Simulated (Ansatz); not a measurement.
Consider the formal exchange of groups at a B–C bond: `OCB1[SiH2][SiH2]1` + CH₄ → `CB1[SiH2][SiH2]1` + CH₃OH.

Isolated molecules relaxed with PBE0-D4/def2-TZVP in Ansatz; ΔE leaves out vibrations. CBS: MP2 limit from def2 TZ/QZ plus the TZ coupled-cluster correction, frozen cores. This one scheme is used for every species. DFT in def2-TZVPP. Each species was taken in one conformer, which may not be the lowest.

`OCB1[SiH2][SiH2]1`:

```xyz
12

O    -0.515   -2.157   -1.137
C    -0.702   -0.759   -1.282
B    -0.466    0.136   -0.022
Si    0.394    1.836    0.094
Si    0.565   -0.188    1.553
H    -0.786   -2.397   -0.247
H    -1.733   -0.538   -1.617
H    -0.070   -0.443   -2.119
H     0.252    2.767    1.238
H     1.168    2.456   -1.014
H     1.477   -1.341    1.772
H     0.416    0.626    2.781
```

CH₄:

Z-matrix (Å, degrees):
```
C
H 1 1.090
H 1 1.090 2 109.5
H 1 1.090 2 109.5 3 -120.0
H 1 1.090 2 109.5 3 120.0
```

`CB1[SiH2][SiH2]1`:

Cartesian coordinates in Å:
```
C 0.625 -1.688 0.281
B -0.244 -0.385 0.249
Si -0.929 0.603 -1.231
Si 0.113 1.351 0.951
H 0.830 -2.112 -0.705
H 0.033 -2.439 0.821
H 1.564 -1.585 0.829
H -1.982 1.640 -1.126
H -0.533 0.396 -2.651
H 1.434 1.808 1.464
H -0.909 2.411 1.118
```

CH₃OH:

```xyz
6

C    -0.080    0.103   -0.331
O    -0.096   -0.724    0.809
H    -0.701   -0.381   -1.086
H     0.928    0.224   -0.746
H    -0.499    1.097   -0.133
H     0.447   -0.319    1.488
```

Is it downhill or uphill in electronic energy at CCSD(T)/CBS, and by how much? (Best estimate.)

Computed: Uphill: ΔE = +5.7 kJ/mol.

What do these levels give: r2SCAN-D4, ωB97M-V, B2PLYP, PBE, r2SCAN, HF/def2-TZVPP, MP2/def2-TZVPP, HF/def2-QZVPP, SCS-MP2/def2-QZVPP, HF/CBS(def2), MP2/CBS(def2), CCSD/CBS(def2)? (An estimate is asked.)

Ansatz gave: r2SCAN-D4 10.1, ωB97M-V 7.5, B2PLYP 5.3, PBE 8.2, r2SCAN 9.5, HF/def2-TZVPP -0.4, MP2/def2-TZVPP 5.1, HF/def2-QZVPP -0.9, SCS-MP2/def2-QZVPP 3.4, HF/CBS(def2) -1.0, MP2/CBS(def2) 5.1, CCSD/CBS(def2) 4.3 kJ/mol.

Largest T1 diagnostic among the species: 0.015.

In def2-TZVPP, CCSD(T) changes the Hartree–Fock value by +6.1 kJ/mol (the triples alone add +1.3 kJ/mol) and MP2 by +5.5 kJ/mol.
